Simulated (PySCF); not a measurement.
Structure problem from calculated spectra and properties.

Formula: GeH4N2.

- UV, first state: lowest singlet excitation: 5.28 eV (235 nm, f = 0.078) [TDDFT B3LYP/def2-SVPD]
- XPS: N1s 404.1 (×2) eV [ΔSCF SCAN, pcX-2 on the ionised atom, pcseg-1 elsewhere, spin-free X2C]
- Rotational structure: rotational constants A, B, C: 13.603, 7.556, 4.858 GHz [PBE0-D3(BJ)/def2-SVP]
- 1H NMR: chemical shifts (computed TMS as zero) by class: 3.21 (4 H) ppm [GIAO B3LYP/pcSseg-1 (pcSseg-2 on Ge)]
- UV, strongest line: among the 15 lowest singlet transitions: S11 at 7.37 eV (168 nm, f = 0.343) [TDDFT B3LYP/def2-SVPD]
- Dipole: 1.39 D [B3LYP/def2-SVPD]
- Couplings: largest of the computed one-bond spin–spin couplings (means over like bonds): 15N–1H -73.1 (×4) Hz [PBE/pcJ-1 (pcSseg-1 on Ge)]
- Polarisability: 52.4 au [B3LYP/def2-SVPD]
- NMR, other nuclei: isotropic shieldings of nuclei other than C and H, by class: 148 (2 N), 1050 (1 Ge) ppm [GIAO B3LYP/pcSseg-1 (pcSseg-2 on Ge)]
- Triplet: lowest triplet excitation (Tamm–Dancoff): 3.72 eV [TDA B3LYP/def2-SVPD]

Gas-phase values; electronic properties from PySCF, density fitting. Levels stand in brackets. Isolated species at its PBE0-D3(BJ)/def2-SVP geometry (one conformer only). The calculation (core ionisation apart) is non-relativistic and has no spin–orbit coupling, an omission that weighs most on germanium. NMR values are class means; diastereotopic atoms form classes of their own.

Problem. What is the compound? Reason from the data.

Solution. All hydrogens form one class (3.21 ppm): hydrogen on nitrogen. The other shieldings belong to: 148 ppm, nitrogen bonded to Ge and 2 H; 1050 ppm, germanium bonded to 2 N. The couplings run between: -73.1 Hz, nitrogen bonded to Ge and 2 H and its hydrogen (with 3 like pairs). The core levels belong to: N1s 404.1 eV, nitrogen bonded to Ge and 2 H. No core level of Ge was computed. The optimised geometry has point group C2v and is an asymmetric top. Structure: Ge(NH2)2 (`[NH2][Ge][NH2]`). The assignments are read from this structure; whether some other isomer fits the data as well wasn't checked.
